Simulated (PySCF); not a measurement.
Si(F)(OH)2(SH) (FH₃O₂SSi), SMILES O[Si](S)(O)F.

Coordinates come from a TPSSh-D3(BJ)/def2-SVP optimisation. One conformer was computed; it need not be the lowest.

Two levels are set side by side: TDA-PBE/def2-SVPD (PySCF) and TDA-M06-2X/def2-SVPD (PySCF). Vertical, same geometry. The lowest singlet is HOMO→LUMO 99 % with PBE and HOMO→LUMO+3 54 %, HOMO→LUMO+1 25 %, HOMO→LUMO 14 % with the other functional; states are paired by order. Differences are taken from unrounded values.

| quantity | TDA-PBE |
|---|---|
| lowest singlet excitation (eV) | 5.68 |
| lowest triplet excitation (TDA) (eV) | 5.45 |
| first bright state (f over 0.05) (eV) | 7.38 |
| its oscillator strength | 0.13 |

Task: These are the TDA-PBE values. What does TDA-M06-2X give? (The exact figures need the calculation; the answer reports its results.)

Result: 
| quantity | TDA-M06-2X | TDA-PBE minus TDA-M06-2X |
|---|---|---|
| lowest singlet excitation (eV) | 6.27 | -0.59 |
| lowest triplet excitation (TDA) (eV) | 5.91 | -0.46 |
| first bright state (f over 0.05) (eV) | 6.76 | 0.61 |
| its oscillator strength | 0.07 | 0.06 |

A lower first singlet is the usual sign of a functional without exact exchange. Differences between two approximate levels are no errors against the true value.

Rough cost on one machine, each run with all the roots and properties that it gave: TDA-M06-2X against TDA-PBE about 9 times.
